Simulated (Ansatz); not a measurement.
Isolated molecules relaxed with PBE0-D4/def2-TZVP in Ansatz; ΔE leaves out vibrations. CCSD(T)/CBS adds triple-zeta CCSD(T) − MP2 to the extrapolated MP2 energy (def2 sets, frozen cores). Functionals use def2-TZVPP. B3LYP here is the variant with VWN-RPA as its local correlation; programs differ in this. For Se outer-core shells are correlated without core-valence functions, which leaves a few kJ/mol of doubt a bond. Scalar relativity is left out up to krypton. One conformer a species, not always the lowest.

`CNC[SeH]` + `NB(Cl)Cl` → `CNB(Cl)Cl` + `NC[SeH]`  (substitution at a C–N bond)

| species | B3LYP-D4 energy (Eh) |
| --- | --- |
| `CNC[SeH]` | -2536.81899 |
| `NB(Cl)Cl` | -1001.44667 |
| `CNB(Cl)Cl` | -1040.76962 |
| `NC[SeH]` | -2497.49437 |

Work out ΔE.

ΔE = (-1040.76962) + (-2497.49437) − (-2536.81899) − (-1001.44667) = 0.00167 Eh = +0.05 eV. CCSD(T)/CBS gives +0.04 eV.

Largest T1 diagnostic among the species: 0.011.
